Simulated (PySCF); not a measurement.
Tc: excitation energy

Tc [Kr] 4d5 5s2 (6S) → Tc [Kr] 4d7 (4F), as a difference of total energies. All numbers are calculated (PySCF 2.14, scalar relativity by spin-free X2C-1e, in x2c-TZVPPall (8s6p6d2f1g, 79 functions)). Correlated levels: valence and next inner shell: [Ar] 3d10 frozen. The calculations carry no spin-orbit coupling.

| method | excitation energy (eV) |
| --- | --- |
| UHF | 3.590 |
| MP2 (valence and next inner shell) | 2.446 |
| SCS-MP2 (valence and next inner shell) | 2.250 |
| CCSD (valence and next inner shell) | 2.710 |
| CCSD(T) (valence and next inner shell) | 2.620 |

Q: How much does correlation contribute at CCSD(T) (valence and next inner shell)?

A: 2.620 − (3.590) = -0.970 eV, measured against UHF.
